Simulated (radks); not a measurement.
All-electron atom: Pd XXVIII in [Ar] 3d1. All-electron calculation, scalar-relativistic Kohn-Sham, BLYP, spin-polarised, spherical densities, finite nucleus; open shells are filled with parallel spins first (spin-orbit coupling, left out, can overturn this in heavy ions); Fermi nuclear charge, rms radius 4.5318 fm. Program: a radial shooting solver on a logarithmic mesh with Libxc functionals. Some entries of the table are withheld. Estimate them.

orbital,occ.,eigenvalue (hartree),<r^2> (bohr^2)
1s up,1,-933.9964,0.001371
1s down,1,-933.9954,0.001371
2s up,1,-174.8260,0.02217
2s down,1,-174.7080,0.02215
2p up,3,(1),0.01742
2p down,3,(2),0.01740
3s up,1,-61.44766,0.1366
3s down,1,-61.31032,0.1368
3p up,3,(3),0.1320
3p down,3,(4),0.1323
3d up,1,-51.41490,0.1064
3d down,0,-51.23871,0.1067

Answer. 
(1) 2p up eigenvalue (hartree): -161.6873
(2) 2p down eigenvalue (hartree): -161.5990
(3) 3p up eigenvalue (hartree): -57.20843
(4) 3p down eigenvalue (hartree): -57.06522
